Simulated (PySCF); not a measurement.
Molecule: SMILES FC(C1=CC1=C)F, C$_{5}$H$_{4}$F$_{2}$.

Bonds (- single, = double, # triple, : aromatic): C1=C2, C2-C3, C3=C4, C4-C5, C5-F6, C5-F7, C4-C2. C1 carries H8, H9; C3 carries H10; C5 carries H11. H9 is cis to C3; H8 is trans to C3.

Frames of a GFN2-xTB Langevin trajectory at 300 K; GIAO PBE0/pcSseg-1 shieldings in PySCF 2.14.0 with density-fitted response routines, gas phase, non-relativistic; equivalent atoms averaged within each frame.

References, each an isolated molecule treated in the same way: TMS for ¹³C (σ = 186.93 ppm) and ¹H (σ = 31.72 ppm); ¹⁹F (σ = 170.95 ppm) vs CFCl3. The references are static minima.

Q: How do the shifts (ppm) fluctuate along the trajectory?

A: 
```
         time (fs)     C4     C3     C2     C5    C1   F6/F7   H10   H11    H8    H9
               250  159.2  145.3  128.7  126.9  67.2  -114.8  8.75  7.15  4.23  3.83
               425  146.5  144.6  123.8  120.4  68.3  -121.3  8.31  6.49  4.52  4.36
               625  148.4  147.4  127.4  124.3  64.5  -112.6  8.29  6.65  3.93  3.82
               800  155.3  142.3  126.8  126.3  68.1  -120.0  8.84  7.79  4.44  4.08
              1000  144.7  156.1  127.2  120.0  74.4  -114.3  8.88  7.01  4.30  5.28
    mean of frames  150.8  147.1  126.8  123.6  68.5  -116.6  8.61  7.02  4.28  4.28
standard deviation    6.2    5.3    1.8    3.3   3.6     3.8  0.29  0.51  0.23  0.60
```

5 frames give an uncertainty of the mean of about the standard deviation over 2.2 at best, since frames this close in time may not be independent; classical motion lacks zero-point vibration, and the reference would need the same averaging.
